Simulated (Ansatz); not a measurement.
Consider the hydrogenolysis of a C–C bond: `CCN(C)[SiH3]` + H₂ → `CN(C)[SiH3]` + CH₄.

Gas-phase electronic energies from Ansatz, PBE0-D4/def2-TZVP geometries. CCSD(T)/CBS adds triple-zeta CCSD(T) − MP2 to the extrapolated MP2 energy (def2 sets, frozen cores). This one scheme is used for every species. DFT in def2-TZVPP. B3LYP here is the variant with VWN-RPA as its local correlation; programs differ in this. One conformer a species, not always the lowest.

(1) Is it downhill or uphill in electronic energy at CCSD(T)/CBS, and by how much? (Estimate.)

(2) What do these levels give: B3LYP-D4, r2SCANh-D4, r2SCAN0-D4, CAM-B3LYP-D4, PBE-QIDH, PBE0, B3LYP, r2SCANh, r2SCAN0, CAM-B3LYP, MP2/def2-SVP, MP2/def2-TZVPP? (An estimate is asked.)

(3) What do rigid-rotor, harmonic-oscillator terms from PBE0-D4/def2-TZVP frequencies (298.15 K, 1 bar) make of the CCSD(T)/CBS value? (Estimate.)

Largest T1 diagnostic among the species: 0.010.

## Answers

(1) The calculation gave: Downhill: ΔE = -62.0 kJ/mol.

(2) The calculation gave: B3LYP-D4 -66.0, r2SCANh-D4 -65.3, r2SCAN0-D4 -66.1, CAM-B3LYP-D4 -67.4, PBE-QIDH -65.9, PBE0 -70.4, B3LYP -76.7, r2SCANh -67.5, r2SCAN0 -68.5, CAM-B3LYP -73.7, MP2/def2-SVP -59.9, MP2/def2-TZVPP -60.1 kJ/mol.

(3) Ansatz gave: ΔZPE = +16.1 kJ/mol, ΔH = -48.0 kJ/mol, ΔS = 24 J/(mol·K), ΔG = -55.1 kJ/mol.

The D4 term adds +10.7 kJ/mol with B3LYP and +6.1 kJ/mol with PBE0; it sums over pairs of atoms, weighted by their polarisabilities, and B3LYP, whose exchange is more repulsive, gets the larger term. Leaving LDA and LC-ωPBE aside and taking each functional with its dispersion term where it has one, the values, not all of them listed here, spread over 14.8 kJ/mol, from B2PLYP to revPBE-D4. LDA lies +11.3 kJ/mol from PBE without D4.
